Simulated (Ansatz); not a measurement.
`[SiH3][O][Sn][Cl]` + H–F → `[F][Sn][Cl]` + `O[SiH3]`  (ligand exchange at the Sn–O bond)

Calculated with Ansatz (gas phase, PBE0-D4/def2-TZVP geometries, no zero-point term in ΔE). CCSD(T)/CBS adds triple-zeta CCSD(T) − MP2 to the extrapolated MP2 energy (def2 sets, frozen cores). This one scheme is used for every species. DFT in def2-TZVPP. HSE06 is defined as in plane-wave codes. def2 core potentials past Kr. For Sn outer-core shells are correlated without core-valence functions, which leaves a few kJ/mol of doubt a bond. Each species was taken in one conformer, which may not be the lowest.

(1) Is it downhill or uphill in electronic energy at CCSD(T)/CBS, and by how much? (Estimate.)

(2) What do these levels give: B97M-V, r2SCAN0-D4, revPBE, HSE06, CCSD(T)/def2-SVP, MP2/def2-TZVPP? (Best estimate.)

Largest T1 diagnostic among the species: 0.016.

Answers

(1) The calculation gave: Downhill: ΔE = -8.1 kJ/mol.

(2) Ansatz gave: B97M-V -23.1, r2SCAN0-D4 -16.2, revPBE -30.4, HSE06 -21.6, CCSD(T)/def2-SVP -7.6, MP2/def2-TZVPP -2.3 kJ/mol.

Leaving LDA and LC-ωPBE aside and taking each functional with its dispersion term where it has one, the values, not all of them listed here, spread over 11.7 kJ/mol, from B97M-V to PBE-QIDH. LDA lies +8.7 kJ/mol from PBE without D4. In def2-TZVPP, CCSD(T) changes the Hartree–Fock value by +15.2 kJ/mol (the triples alone add +2.2 kJ/mol) and MP2 by +19.3 kJ/mol. From PBE to PBE0 (25 % exact exchange), in def2-TZVPP and without D4, ΔE moves by +5.2 kJ/mol.
